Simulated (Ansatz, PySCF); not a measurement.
C2HF2O2, SMILES O=C(O)[C](F)F, multiplicity 2. Atoms are numbered in the order given.

```xyz
7

O     -1.2242     1.3258     0.0000
C     -0.1409     0.7702     0.0000
O      1.0573     1.4017     0.0000
C      0.0171    -0.6636     0.0000
F     -1.0151    -1.4656     0.0000
F      1.1740    -1.2811     0.0000
H      0.8553     2.3550     0.0000
```
Charge 0, spin multiplicity 2.

The structure is a stationary point at TPSSh-D3(BJ)/def2-SVP. The isomer is the one that the SMILES or the coordinates give; other isomers of the formula were not compared. One conformer was computed; it need not be the lowest.

Two levels are set side by side: PBE-D3(BJ)/def2-SVP (Ansatz, an electronic-structure program) and TPSSh-D3(BJ)/def2-SVP (PySCF). Each level has its own optimised geometry; the coordinates shown are those of the second. Differences are taken from unrounded values.

```json
[
 {"quantity": "mean bond length (Å)", "TPSSh-D3(BJ)": "1.268"},
 {"quantity": "bond O1–C2 (Å)", "TPSSh-D3(BJ)": "1.217"},
 {"quantity": "bond C2–O3 (Å)", "TPSSh-D3(BJ)": "1.354"},
 {"quantity": "bond C2–C4 (Å)", "TPSSh-D3(BJ)": "1.442"},
 {"quantity": "bond C4–F5 (Å)", "TPSSh-D3(BJ)": "1.307"},
 {"quantity": "bond C4–F6 (Å)", "TPSSh-D3(BJ)": "1.311"},
 {"quantity": "bond O3–H7 (Å)", "TPSSh-D3(BJ)": "0.975"}
]
```

What does PBE-D3(BJ) give, and how far is it from TPSSh-D3(BJ)? (Estimate from the structure and the level; the computed values follow.)


| quantity | PBE-D3(BJ) | PBE-D3(BJ) minus TPSSh-D3(BJ) |
|---|---|---|
| mean bond length (Å) | 1.274 | 0.006 |
| bond O1–C2 (Å) | 1.226 | 0.008 |
| bond C2–O3 (Å) | 1.363 | 0.009 |
| bond C2–C4 (Å) | 1.447 | 0.004 |
| bond C4–F5 (Å) | 1.312 | 0.005 |
| bond C4–F6 (Å) | 1.317 | 0.005 |
| bond O3–H7 (Å) | 0.981 | 0.006 |

GGA bonds tend to be longer and softer than those of functionals with exact exchange. Differences between two approximate levels are no errors against the true value.
